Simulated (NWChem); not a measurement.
Everything below was run with NWChem. System: 1,2,4-triazole (C$_{2}$H$_{3}$N$_{3}$), charge 0, spin multiplicity 1, at a geometry optimised with B3LYP/def2-SVP. Level: CCSDT/STO-3G, 5 core orbitals frozen.

The NWChem input:

```
start mol
memory heap 100 mb stack 700 mb global 1900 mb
geometry units angstroms nocenter noautoz
  C     -1.119383    -0.022031     0.000000
  N     -0.412217     1.142080     0.000000
  C      0.838243     0.726231     0.000000
  N      0.867426    -0.627169     0.000000
  N     -0.384503    -1.123081     0.000000
  H     -2.208597    -0.060791     0.000000
  H      1.735049     1.345989     0.000000
  H      1.665448    -1.253207     0.000000
  symmetry group Cs
end
basis spherical
  * library sto-3g
end
scf
  rhf
  nopen 0
  maxiter 100
  thresh 1e-7
  semidirect memsize 60000000 filesize 0
end
tce
  freeze core 5
  ccsdt
  2eorb
  2emet 13
  thresh 1e-6
  maxiter 100
  tilesize 24
end
task tce energy
```

Part of the output:

```
             Northwest Computational Chemistry Package (NWChem) 7.3.0
             --------------------------------------------------------

                                NWChem Input Module
                                -------------------

 Scaling coordinates for geometry "geometry" by  1.889725989
 (inverse scale =  0.529177249)

 Turning off AUTOSYM since
 SYMMETRY directive was detected!

                             Geometry "geometry" -> ""
                             -------------------------

 Output coordinates in angstroms (scale by  1.889725989 to convert to a.u.)

  No.       Tag          Charge          X              Y              Z
 ---- ---------------- ---------- -------------- -------------- --------------
    1 C                    6.0000    -1.11938300    -0.02203100     0.00000000
    2 N                    7.0000    -0.41221700     1.14208000     0.00000000
    3 C                    6.0000     0.83824300     0.72623100     0.00000000
    4 N                    7.0000     0.86742600    -0.62716900     0.00000000
    5 N                    7.0000    -0.38450300    -1.12308100     0.00000000
    6 H                    1.0000    -2.20859700    -0.06079100     0.00000000
    7 H                    1.0000     1.73504900     1.34598900     0.00000000
    8 H                    1.0000     1.66544800    -1.25320700     0.00000000

 Effective nuclear repulsion energy (a.u.)     165.4559435942

            Nuclear Dipole moment (a.u.)
            ----------------------------
        X                 Y               Z
 ---------------- ---------------- ----------------
     0.0000037795     0.0000018897     0.0000000000

      Symmetry information
      --------------------

 Group name             Cs
 Group number              2
 Group order               2
 No. of unique centers     8

      Symmetry unique atoms

     1    2    3    4    5    6    7    8


 Summary of "ao basis" -> "" (spherical)
 ------------------------------------------------------------------------------
       Tag                 Description            Shells   Functions and Types
 ---------------- ------------------------------  ------  ---------------------
 *                           sto-3g                   on all atoms

 Summary of "ao basis" -> "ao basis" (spherical)
 ------------------------------------------------------------------------------
       Tag                 Description            Shells   Functions and Types
 ---------------- ------------------------------  ------  ---------------------
 C                           sto-3g                  3        5   2s1p
 N                           sto-3g                  3        5   2s1p
 H                           sto-3g                  1        1   1s

                                 NWChem SCF Module
                                 -----------------

  ao basis        = "ao basis"
  functions       =    28
  atoms           =     8
  closed shells   =    18
  open shells     =     0
  charge          =   0.00
  wavefunction    = RHF
  use symmetry    = T
  symmetry adapt  = T

 Summary of "ao basis" -> "ao basis" (spherical)
 ------------------------------------------------------------------------------
       Tag                 Description            Shells   Functions and Types
 ---------------- ------------------------------  ------  ---------------------
 C                           sto-3g                  3        5   2s1p
 N                           sto-3g                  3        5   2s1p
 H                           sto-3g                  1        1   1s

      Symmetry analysis of basis
      --------------------------

        a'         23
        a"          5

 Forming initial guess at       0.0s

      Superposition of Atomic Density Guess
      -------------------------------------

 Sum of atomic energies:        -236.60487383

      Non-variational initial energy
      ------------------------------

 Total energy =    -238.271825
 1-e energy   =    -653.636047
 2-e energy   =     249.908279
 HOMO         =      -0.090343
 LUMO         =       0.254876

      Symmetry analysis of molecular orbitals - initial
      -------------------------------------------------

  Numbering of irreducible representations:

     1 a'          2 a"

  Orbital symmetries:

     1 a'          2 a'          3 a'          4 a'          5 a'
     6 a'          7 a'          8 a'          9 a'         10 a'
    11 a'         12 a'         13 a"         14 a'         15 a'
    16 a'         17 a"         18 a"         19 a"         20 a"
    21 a'         22 a'         23 a'         24 a'         25 a'
    26 a'         27 a'         28 a'

 Starting SCF solution at       0.2s

 ----------------------------------------------
         Quadratically convergent ROHF

 Convergence threshold     :          1.000E-07
 Maximum no. of iterations :          100
 Final Fock-matrix accuracy:          1.000E-09
 ----------------------------------------------

              iter       energy          gnorm     gmax       time
             ----- ------------------- --------- --------- --------
                 1     -237.6398904394  1.03D+00  3.08D-01      0.2
                 2     -237.7284459340  2.40D-01  5.70D-02      0.2
                 3     -237.7360307975  1.24D-02  3.53D-03      0.2
                 4     -237.7360497427  3.30D-05  1.01D-05      0.3
                 5     -237.7360497429  9.53D-09  3.33D-09      0.3

       Final RHF  results
       ------------------

         Total SCF energy =   -237.736049742861
      One-electron energy =   -651.477306704689
[...]
       -----------------------------------------------

  Numbering of irreducible representations:

     1 a'          2 a"

  Orbital symmetries:

     1 a'          2 a'          3 a'          4 a'          5 a'
     6 a'          7 a'          8 a'          9 a'         10 a'
    11 a'         12 a"         13 a'         14 a'         15 a'
    16 a'         17 a"         18 a"         19 a"         20 a"
    21 a'         22 a'         23 a'         24 a'         25 a'
    26 a'         27 a'         28 a'

             Final eigenvalues
             -----------------

              1
    1  -15.4757
    2  -15.3838
    3  -15.3349
    4  -11.1280
    5  -11.0843
    6   -1.3720
    7   -1.1473
    8   -1.0628
    9   -0.8091
   10   -0.7726
   11   -0.7141
   12   -0.5943
   13   -0.5766
   14   -0.5342
   15   -0.4272
   16   -0.3656
   17   -0.3548
   18   -0.3162
   19    0.2694
   20    0.3550
   21    0.5421
   22    0.5896
   23    0.6362
   24    0.6903
   25    0.7407
   26    0.8869
   27    0.9524
   28    0.9631

                       ROHF Final Molecular Orbital Analysis
                       -------------------------------------

 Vector   16  Occ=2.000000D+00  E=-3.655569D-01  Symmetry=a'
              MO Center= -4.3D-01,  5.2D-01, -1.1D-14, r^2= 2.1D+00
   Bfn.  Coefficient  Atom+Function         Bfn.  Coefficient  Atom+Function
  ----- ------------  ---------------      ----- ------------  ---------------
     9      0.678187  2 N  py                24      0.492127  5 N  py
     7      0.431381  2 N  s                  4     -0.228813  1 C  py
    22     -0.222154  5 N  s                 17      0.180488  4 N  s
    12     -0.172458  3 C  s                  8     -0.168213  2 N  px

 Vector   17  Occ=2.000000D+00  E=-3.547832D-01  Symmetry=a"
              MO Center= -6.2D-02,  2.4D-01,  1.9D-15, r^2= 1.8D+00
   Bfn.  Coefficient  Atom+Function         Bfn.  Coefficient  Atom+Function
  ----- ------------  ---------------      ----- ------------  ---------------
    20     -0.625821  4 N  pz                10      0.586315  2 N  pz
     5      0.414860  1 C  pz

 Vector   18  Occ=2.000000D+00  E=-3.162224D-01  Symmetry=a"
              MO Center= -1.3D-01, -1.6D-01,  2.3D-15, r^2= 1.9D+00
   Bfn.  Coefficient  Atom+Function         Bfn.  Coefficient  Atom+Function
  ----- ------------  ---------------      ----- ------------  ---------------
    25      0.603240  5 N  pz                15     -0.533365  3 C  pz
     5      0.436131  1 C  pz                10     -0.248939  2 N  pz
    20     -0.167945  4 N  pz

 Vector   19  Occ=0.000000D+00  E= 2.693611D-01  Symmetry=a"
              MO Center=  1.9D-01, -1.3D-01,  2.2D-15, r^2= 1.9D+00
   Bfn.  Coefficient  Atom+Function         Bfn.  Coefficient  Atom+Function
  ----- ------------  ---------------      ----- ------------  ---------------
    15      0.671777  3 C  pz                25      0.626511  5 N  pz
    20     -0.562717  4 N  pz                 5     -0.382808  1 C  pz
    10     -0.287600  2 N  pz

 Vector   20  Occ=0.000000D+00  E= 3.549865D-01  Symmetry=a"
              MO Center= -4.7D-01,  3.7D-01,  5.5D-16, r^2= 1.7D+00
   Bfn.  Coefficient  Atom+Function         Bfn.  Coefficient  Atom+Function
  ----- ------------  ---------------      ----- ------------  ---------------
    10     -0.728423  2 N  pz                 5      0.710429  1 C  pz
    15      0.462264  3 C  pz                25     -0.430309  5 N  pz

 Vector   21  Occ=0.000000D+00  E= 5.421235D-01  Symmetry=a'
              MO Center=  9.8D-01, -8.8D-01,  3.9D-16, r^2= 2.0D+00
   Bfn.  Coefficient  Atom+Function         Bfn.  Coefficient  Atom+Function
  ----- ------------  ---------------      ----- ------------  ---------------
    17      1.195938  4 N  s                 28     -1.033735  8 H  s
    14      0.345252  3 C  py                22     -0.344120  5 N  s
    23     -0.339677  5 N  px                26     -0.339422  6 H  s
    12     -0.336697  3 C  s                  2      0.317945  1 C  s
    19     -0.271677  4 N  py                18      0.238103  4 N  px

 center of mass
 --------------
 x =  -0.03236615 y =  -0.00091994 z =   0.00000000

 moments of inertia (a.u.)
 ------------------
         182.774980611046           0.634172490447           0.000000000000
           0.634172490447         175.622154894691           0.000000000000
           0.000000000000           0.000000000000         358.397135505737

  Mulliken analysis of the total density
  --------------------------------------

    Atom       Charge   Shell Charges
 -----------   ------   -------------------------------------------------------
    1 C    6     5.92   1.99  1.10  2.83
    2 N    7     7.27   2.00  1.66  3.61
    3 C    6     5.86   1.99  1.09  2.79
    4 N    7     7.23   1.99  1.43  3.81
    5 N    7     7.16   2.00  1.68  3.48
    6 H    1     0.91   0.91
    7 H    1     0.90   0.90
    8 H    1     0.75   0.75

       Multipole analysis of the density wrt the origin
       ------------------------------------------------

     L   x y z        total         open         nuclear
     -   - - -        -----         ----         -------
     0   0 0 0     -0.000000      0.000000     36.000000

     1   1 0 0      1.070658      0.000000      0.000004
     1   0 1 0     -0.292506      0.000000      0.000002
     1   0 0 1      0.000000      0.000000      0.000000

     2   2 0 0    -15.428774      0.000000    106.729769
     2   1 1 0     -0.430462      0.000000      0.364703
     2   1 0 1      0.000000      0.000000      0.000000
     2   0 2 0    -23.168779      0.000000     97.369643
     2   0 1 1      0.000000      0.000000      0.000000
     2   0 0 2    -19.998941      0.000000      0.000000

                   NWChem Extensible Many-Electron Theory Module
                   ---------------------------------------------


            General Information
            -------------------
      Number of processors :     1
         Wavefunction type : Restricted Hartree-Fock
          No. of electrons :    36
           Alpha electrons :    18
            Beta electrons :    18
           No. of orbitals :    56
            Alpha orbitals :    28
             Beta orbitals :    28
        Alpha frozen cores :     5
         Beta frozen cores :     5
     Alpha frozen virtuals :     0
      Beta frozen virtuals :     0
         Spin multiplicity : singlet
    Number of AO functions :    28
       Number of AO shells :    18
        Use of symmetry is : on
      Symmetry adaption is : on
         Schwarz screening : 0.10D-09

          Correlation Information
          -----------------------
          Calculation type : Coupled-cluster singles, doubles, & triples
   Perturbative correction : none
            Max iterations :      100
        Residual threshold : 0.10D-05
     T(0) DIIS level shift : 0.00D+00
     L(0) DIIS level shift : 0.00D+00
     T(1) DIIS level shift : 0.00D+00
     L(1) DIIS level shift : 0.00D+00
     T(R) DIIS level shift : 0.00D+00
     T(I) DIIS level shift : 0.00D+00
   CC-T/L Amplitude update :  5-th order DIIS
                I/O scheme : Global Array Library
        L-threshold :  0.10D-05
        EOM-threshold :  0.10D-05
 no EOMCCSD initial starts read in
 TCE RESTART OPTIONS
 SLICE:      F
 D4D5:       F
 quantumc:   F
 qrotation:  F
 pwtce:      F
 qducc:      F
 nacto:                         0
 nrotv:                         0
 nrot:                          0

            Memory Information
            ------------------
          Available GA space size is     249036016 doubles
          Available MA space size is     104855948 doubles

 Maximum block size supplied by input
 Maximum block size        24 doubles

 tile_dim =     10

 -------------------------------------------------
   1    alpha     a'    10 doubles       0       1
   2    alpha     a"     3 doubles      10       2
   3    beta      a'    10 doubles      13       1
   4    beta      a"     3 doubles      23       2
   5    alpha     a'     8 doubles      26       5
   6    alpha     a"     2 doubles      34       6
   7    beta      a'     8 doubles      36       5
   8    beta      a"     2 doubles      44       6

 Global array virtual files algorithm will be used

 Parallel file system coherency ......... OK

 4-electron integrals stored in orbital form

 v2    file size   =            50015
 4-index algorithm nr.  13 is used
 imaxsize =       30
 imaxsize ichop =        0
 IN MAPPING 1 for UCC(4),CCSDT,CCSDTQ


 CCSDT iterations
 --------------------------------------------------------
 Iter          Residuum       Correlation     Cpu    Wall
 --------------------------------------------------------
    1   0.4137941793799  -0.2897131910731     2.4     2.4
    2   0.1101318663546  -0.3147540673176     2.3     2.3
    3   0.0660178724311  -0.3345849935631     2.3     2.3
    4   0.0287260814194  -0.3374400749587     2.4     2.4
    5   0.0172524922206  -0.3406890537522     2.3     2.3
    6   0.0065698977391  -0.3422359348221     2.2     2.2
    7   0.0033568755757  -0.3424587895746     2.2     2.2
    8   0.0020750701024  -0.3424920519769     2.2     2.2
    9   0.0013114898231  -0.3425305108987     2.0     2.0
   10   0.0008892923389  -0.3425491921414     1.4     1.4
   11   0.0002659192554  -0.3425787243642     1.5     1.5
   12   0.0001369873323  -0.3425870762545     1.5     1.5
   13   0.0000880141689  -0.3425908642486     1.5     1.5
   14   0.0000577254594  -0.3425910210225     1.5     1.5
   15   0.0000392992186  -0.3425913370483     1.4     1.4
   16   0.0000134134202  -0.3425911248703     1.3     1.3
   17   0.0000071020285  -0.3425914613491     1.3     1.3
   18   0.0000043297516  -0.3425914768134     1.2     1.2
   19   0.0000028433730  -0.3425915246908     1.3     1.3
   20   0.0000019284160  -0.3425915469188     1.3     1.3
   21   0.0000006841634  -0.3425915808462     1.4     1.4
 --------------------------------------------------------
 Iterations converged
 CCSDT correlation energy / hartree =        -0.342591580846220
 CCSDT total energy / hartree       =      -238.078641323707529

 Singles contributions

 Doubles contributions
    19a"  (alpha)    19a"  (beta ) ---    18a"  (alpha)    18a"  (beta )       -0.1388395557

 Task  times  cpu:       38.9s     wall:       38.9s

 Total times  cpu:       39.0s     wall:       39.0s
```
